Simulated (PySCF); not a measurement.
**Excitation energy of Sb by level of theory**

Sb [Kr] 4d10 5s2 5p3 (4S) → Sb [Kr] 4d10 5s1 5p4 (4P), as a difference of total energies. Calculation: PySCF 2.14, in aug-cc-pVTZ-PP with one added diffuse shell each of d, f type with ECP28MDF (6s5p5d3f, 67 functions); a scalar-relativistic core potential. Correlated levels: valence: 4s2 4p6 4d10 frozen. The calculations carry no spin-orbit coupling.

```json
{"method": "UHF", "excitation energy (eV)": "7.395"}
{"method": "LDA", "excitation energy (eV)": "8.194"}
{"method": "PBE", "excitation energy (eV)": "8.018"}
{"method": "PBE0", "excitation energy (eV)": "7.921"}
{"method": "r2SCAN", "excitation energy (eV)": "7.770"}
{"method": "BLYP", "excitation energy (eV)": "8.063"}
{"method": "wB97M-V", "excitation energy (eV)": "7.951"}
{"method": "B2PLYP", "excitation energy (eV)": "7.760"}
{"method": "BHandHLYP", "excitation energy (eV)": "7.899"}
{"method": "MP2 (valence)", "excitation energy (eV)": "7.443"}
{"method": "SCS-MP2 (valence)", "excitation energy (eV)": "7.447"}
```

How much does correlation contribute at MP2 (valence)?

7.443 − (7.395) = 0.048 eV, measured against UHF.
